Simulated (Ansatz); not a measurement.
Basis-set extrapolation for CH₃ClOSi, SMILES `O=C[SiH2]Cl` (PBE0-D4/def2-TZVP geometry, frozen core, Ansatz 0.2.0). Multiplicity 1, RHF reference.

|  | def2-TZVPP | def2-QZVPP |
| --- | --- | --- |
| HF | -863.008228 | -863.035383 |
| MP2 correlation | -0.692017 | -0.750000 |
| CCSD(T) correlation | -0.760764 | not run |

Energies in hartree. Use E(X) = E(∞) + A·exp(−7.88·√X) for Hartree–Fock and E(X) = E(∞) + B·X^(−2.97) for correlation, with X = 3 and 4, and add CCSD(T) minus MP2 of the smaller set to the MP2 limit.

Problem. What is the CCSD(T) energy at the basis-set limit?

Solution. HF limit: -863.035383 + (-0.027155) × 0.13774 = -863.03912. MP2 limit: -0.750000 + (-0.057983) × 0.74074 = -0.79295. Higher-order term: -0.760764 − (-0.692017) = -0.06875. Total: -863.90082 hartree, 346.1 kJ/mol below CCSD(T)/def2-TZVPP.
